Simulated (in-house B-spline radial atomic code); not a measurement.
Successive ionisation energies of gadolinium; each step leads to the configuration of the next row (after the last: [Kr] 4d3). Dirac energy differences include first-order Breit, QED and recoil terms. NIST's values go from ground level to ground level; the uncertainty of those that are theory runs from under 0.1 % in few-electron ions to several per cent in heavy many-electron ones. Computed with a B-spline radial code for spherical atoms: Dirac-Hartree-Fock, average of the configuration, finite nuclei.

```
  ion  configuration  ionisation energy (eV)  tabulated value (eV)    tabulated kind  computed minus tabulated (eV)  highest orbital  largest mean radius (bohr)
Gd20+       [Kr] 4d8                   644.1                   639  tabulated theory                            5.1            4d5/2                     0.57425
Gd21+       [Kr] 4d7                   683.2                   680  tabulated theory                            3.2            4d5/2                     0.56785
Gd22+       [Kr] 4d6                   723.0                   719  tabulated theory                            4.0            4d5/2                     0.56164
Gd23+       [Kr] 4d5                   763.4                   761  tabulated theory                            2.4            4d5/2                      0.5556
Gd24+       [Kr] 4d4                   804.5                   810  tabulated theory                           -5.5            4d5/2                     0.54971
```

Where a p, d or f electron is removed, the computed value is a mean over both j, so it misses the tabulated one by a part of the spin-orbit splitting; averaging over terms and missing correlation add to the gap, relatively most at low charge.
